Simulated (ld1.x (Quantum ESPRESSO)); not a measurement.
An all-electron radial function and its pseudo partner (Cu (Z = 29))

Columns: radius, all-electron u(r) and pseudo u(r) of the 3d shell (level -7.02 eV) of copper in the configuration [Ne] 3s2 3p6 3d10 4s0.75 4p0; PBE, scalar-relativistic, TM scheme, ld1.x (Quantum ESPRESSO) 7.5.

| r (bohr) | all-electron | pseudo |
| --- | --- | --- |
| 0.070 | 0.0456 | 0.0059 |
| 0.140 | 0.2063 | 0.0449 |
| 0.210 | 0.4156 | 0.1390 |
| 0.280 | 0.6117 | 0.2921 |
| 0.350 | 0.7666 | 0.4875 |
| 0.420 | 0.8747 | 0.6939 |
| 0.490 | 0.9395 | 0.8763 |
| 0.560 | 0.9690 | 1.0078 |
| 0.630 | 0.9718 | 1.0765 |
| 0.700 | 0.9561 | 1.0866 |
| 0.770 | 0.9281 | 1.0525 |
| 0.840 | 0.8926 | 0.9925 |
| 0.910 | 0.8530 | 0.9222 |
| 0.980 | 0.8115 | 0.8530 |
| 1.050 | 0.7697 | 0.7906 |
| 1.120 | 0.7286 | 0.7370 |
| 1.190 | 0.6887 | 0.6911 |
| 1.260 | 0.6505 | 0.6509 |
| 1.330 | 0.6142 | 0.6142 |
| 1.400 | 0.5797 | 0.5797 |
| 1.470 | 0.5473 | 0.5473 |
| 1.540 | 0.5167 | 0.5167 |
| 1.610 | 0.4880 | 0.4880 |
| 1.680 | 0.4610 | 0.4610 |
| 1.750 | 0.4356 | 0.4356 |
| 1.820 | 0.4118 | 0.4118 |

**Question.** How many radial nodes do the two functions have?

**Answer.** The all-electron 3d function has n − l − 1 = 0; the pseudo-wave has 0.

**Question.** At about which radius was the pseudo-wave matched?

**Answer.** 1.40 bohr. The columns agree to 0.0005 from 1.26 bohr on; several derivatives are matched, so the curves merge somewhat inside the radius.

**Question.** Is the pseudo-wave norm-conserving?

**Answer.** Yes: the TM scheme keeps the norm inside the radius equal to the all-electron one, which fixes the energy derivative of the logarithmic derivative at the level.
